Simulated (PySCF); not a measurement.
H3OSi, SMILES [O][SiH3], multiplicity 2. The structure is a stationary point at B3LYP-D3(BJ)/def2-TZVP. The isomer is the one that the SMILES or the coordinates give; other isomers of the formula were not compared.

Computed equilibrium geometry at B3LYP-D3(BJ)/def2-TZVP (PySCF confirms it by a frequency run) as a Z-matrix, and its point group:
point group Cs.
```
Si
O 1 1.6579
H 1 1.4810 2 112.66
H 1 1.4810 3 110.23 2 -126.77
H 1 1.4912 3 110.24 4 -121.93
```
Charge 0, spin multiplicity 2.
